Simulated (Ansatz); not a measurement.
Basis sets compared for Na₆Cd⁺. Charge 1, multiplicity 2. Geometry PBE/def2-SVP. Ansatz on 4 threads of Arm Neoverse V1 on a shared host; times are rough, and most runs start from earlier orbitals.

```xyz
7

Cd   -1.678    0.297    0.786
Na    0.215   -2.174    1.177
Na   -1.773   -1.209   -1.870
Na    1.415    0.741   -0.709
Na    0.935    1.431    2.620
Na   -0.699    3.368    0.113
Na    1.585   -2.455   -2.117
```

In the def2 sets Cd takes a core potential; there is no spin–orbit coupling. Another isomer (doublet) lies 0.12 eV lower at PBE0/def2-TZVP; other spin states weren't run for this one.

```csv
level,functions,energy (Eh),HOMO (eV),LUMO (eV),wall time
PBE/def2-SVP,121,-1140.3505,-6.08,-5.59,5.5 s
PBE0/def2-SVP,121,-1140.4237,-6.53,-5.01,11 s
```

Q: Estimate the rows for PBE/def2-TZVP (with forces), PBE0/def2-TZVP.

A: 
| level | functions | energy (Eh) | HOMO (eV) | LUMO (eV) | wall time |
| --- | --- | --- | --- | --- | --- |
| PBE/def2-TZVP (with forces) | 232 | -1140.7525 | -6.12 | -5.61 | 11 s |
| PBE0/def2-TZVP | 232 | -1140.8205 | -6.57 | -5.02 | 22 s |
